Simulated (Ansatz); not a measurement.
`F[SiH](F)C[O][AlH2]`. The species carries charge 0 and has multiplicity 1.

```xyz
11

F    -1.057    0.695   -2.792
Si   -0.961   -0.191   -1.474
F    -0.943   -1.710   -1.934
C     0.604    0.221   -0.545
O     0.587   -0.499    0.665
Al    0.598   -0.050    2.298
H    -2.180    0.024   -0.666
H     0.672    1.308   -0.389
H     1.481   -0.063   -1.140
H     0.552   -1.231    3.339
H     0.645    1.496    2.637
```

(1) Give the diagnostics of a CCSD(T)/def2-TZVPP run (frozen core, Ansatz). (Estimate.)

Answers

(1) Ansatz gave: T1 = 0.0127, largest single amplitude 0.024, largest double 0.029, (T) share of the correlation energy 3.1 %, 10 CCSD cycles. The RHF solution is stable towards an unrestricted one. T1 lies under the customary mark of 0.02 for closed shells.
